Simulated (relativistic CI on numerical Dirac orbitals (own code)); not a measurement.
# Lu XLIII: sensitivity of the levels to the model

Base calculation: Dirac-Coulomb-Breit CI, KLI orbitals optimised for each configuration, model QED, unscaled Slater integrals.

CI space (outside the closed core [Ar]): 3d10.4s, 3d10.4p, 3d10.4d, 3d10.4f, 3d10.5s, 3d10.5p, 3d10.5d, 3d10.5f, 3d10.5g, 3d9.4p2, 3d10.6s, 3d10.6p, 3d10.6d, 3d8.4s.4p2, 3d9.4s2, 3d9.4p.4d. Levels of other configurations are missing.

Variants: (1) valence Slater integrals scaled by 0.9; (2) one mean potential for all configurations. Shifts of the energy above 3d10.4s 2S_1/2, in eV, for the lowest level and the first level of each name with at least 55 % of one term (blank where a level changes its place among those of its configuration and J or its character, or is not in the variant):

```tsv
Level	Base	Δ(1)	Δ(2)
3d10.4s 2S_1/2	0.00	0.00	0.00
3d10.4p 2P°_1/2	90.41	-0.01	+0.04
3d10.4p 2P°_3/2	171.68	-0.01	+0.04
3d10.4d 2D_3/2	312.44	-0.01	+0.03
3d10.4d 2D_5/2	329.68	-0.01	+0.03
3d10.4f 2F°_5/2	480.38	0.00	-0.09
3d10.4f 2F°_7/2	484.50	0.00	-0.09
3d10.5s 2S_1/2	854.40	-0.01	-0.08
3d10.5p 2P°_1/2	898.09	+0.01	-0.06
3d10.5p 2P°_3/2	936.12	+0.01	-0.06
3d10.5d 2D_3/2	1003.06	-0.01	-0.07
3d10.5d 2D_5/2	1011.37	-0.01	-0.07
3d10.5f 2F°_5/2	1078.06	-0.01	-0.10
3d10.5f 2F°_7/2	1080.49	-0.01	-0.10
3d10.5g 2G_7/2	1113.68	-0.01	-0.12
3d10.5g 2G_9/2	1114.64	-0.01	-0.12
3d10.6s 2S_1/2	1279.02	-0.01	-0.06
3d10.6p 2P°_1/2	1303.27	+0.01	-0.04
3d10.6p 2P°_3/2	1324.17	0.00	-0.05
3d10.6d 2D_3/2	1361.20	-0.01	-0.05
3d10.6d 2D_5/2	1365.86	-0.01	-0.06
3d9.4s2 2D_5/2	1379.52	+0.34	+1.22
```

At this charge energies of transitions that change n are usually good to better than 1 %, and those within a shell (Δn = 0) to a few per cent.

Ionisation energy from the two ground configurations alone: base 2125.36 eV. The NIST ASD value (semi-empirical) is 2125.5 eV.

LS names give the leading component of a level, which can be under half, so a name can repeat, a term be missing and a line seem to break the LS rules.
